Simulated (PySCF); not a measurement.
**Stretching NaTe**

Set-up: PySCF, scalar-relativistic core potentials, basis sets Na cc-pVDZ, Te cc-pVDZ-PP with ECP28. Energies in eV from Na + Te in their ground configurations at the same level. State: ²Π (doublet), unpaired electrons π ↑.

All columns are PBE0. A positive dipole means Na(−)Te(+).

```
R (Å)  E (eV)   μ (D)  Mulliken charge on Na (basis-dependent)  HOMO (eV)  LUMO (eV)  Mayer bond order  ⟨S²⟩
2.423  -1.652   -7.00                                     0.41      -5.00      -3.05              1.04  0.75
2.535  -1.905   -7.31                                     0.38      -4.90      -2.94              1.06  0.75
2.648  -2.044   -7.61                                     0.37      -4.80      -2.85              1.07  0.75
2.732  -2.094   -7.85                                     0.36      -4.73      -2.78              1.06  0.75
2.817  -2.107   -8.08                                     0.36      -4.67      -2.71              1.05  0.75
2.901  -2.093   -8.31                                     0.37      -4.60      -2.65              1.03  0.75
3.014  -2.041   -8.63                                     0.38      -4.53      -2.57              1.00  0.76
3.155  -1.940   -9.03                                     0.40      -4.44      -2.48              0.97  0.76
3.324  -1.785   -9.49                                     0.42      -4.35      -2.38              0.93  0.76
3.549  -1.552  -10.05                                     0.44      -4.24      -2.31              0.88  0.77
```

A fit through these points gives, at Re = 2.813 Å, μ = -8.07 D and dμ/dR = -2.78 D/Å; the reduced mass is 19.53 u.

Task: How strong is the fundamental in the double-harmonic approximation, I = 42.26·(dμ/dR)²/μred km/mol?

Result: I = 42.26·(-2.78)²/19.53 = 16.7 km/mol at PBE0.

Spin–orbit coupling is left out, which matters for elements this heavy, above all for dissociation energies. The state was picked by a PBE0 search and need not be the measured ground state.
